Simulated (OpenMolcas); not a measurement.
A run on Mn4+ with 4 ligands (chloride) in square-planar coordination (D4h) at 2.28 Å. Ligand basis ANO-RCC-VDZP.

```
Program             : OpenMolcas 26.06
Method              : SS-CASPT2, IPEA 0.25 Eh, imaginary shift 0.1 Eh (closed shells correlated: 3s 3p and the ligand valence shells)
Basis               : ANO-RCC-VDZP [5s4p2d1f]
Scalar Hamiltonian  : DKH2, point nucleus
Active space        : 3 electrons in 5 orbitals (3d)
State averaging     : 2S+1 = 4 even, 10 roots; 2S+1 = 2 even, 40 roots
Spin-orbit coupling : RASSI with atomic mean-field integrals over the reference wave functions
```

First CASPT2 step and the start of its output:

```
&CASPT2
Multistate=10 1 2 3 4 5 6 7 8 9 10
NoMult
Frozen=12 13
IPEA=0.25
Imaginary=0.1
MaxIter=60
WThr=0.0 0.3 0.05
PrWF=0.5
NoMix
```

```
--- CASPT2 ---
Orbital specifications:
      -----------------------

      Symmetry species                           1   2
                                                ag  au
      Frozen orbitals                           12  13
      Inactive orbitals                          9  11
      Active orbitals                            5   0
      Secondary orbitals                        25  31
      Deleted orbitals                           0   0
      Number of basis functions                 51  55
Type of calculation                        SS-CASPT2
      Fock operator                              state-specific
      IPEA shift                                 0.25
      Real shift                                 0.00
      Imaginary shift                            0.10
      The input orbitals will be transformed to quasi-canonical
Reference energy:       -3000.9152265271
      E2 (Non-variational):      -1.1944766585
      Shift correction:          -0.0039641243
      E2 (Variational):          -1.1984407828
      Total energy:           -3002.1136673099
      Residual norm:              0.0000006002
      Reference weight:           0.64691
      Contributions to the CASPT2 correlation energy
      Active & Virtual Only:         -0.0177974665
      One Inactive Excited:          -0.2137660698
      Two Inactive Excited:          -0.9629131222
Reference energy:       -3000.9152265269
      E2 (Non-variational):      -1.1944767547
      Shift correction:          -0.0039641360
      E2 (Variational):          -1.1984408907
      Total energy:           -3002.1136674176
      Residual norm:              0.0000006002
      Reference weight:           0.64690
      Contributions to the CASPT2 correlation energy
      Active & Virtual Only:         -0.0177974900
...
```

Over all roots the printed reference weights run from 0.02 to 0.65, and roots that are degenerate in the reference spread by up to 6.6 cm-1.

Problem. Did the run give usable levels, and if not, why?

Solution. No. The equations converged, but the reference weight falls to 0.02 for at least one root against 0.65 for the best. A drop of that size marks an intruder state, so the energies of such roots and the levels built on them can't be trusted.
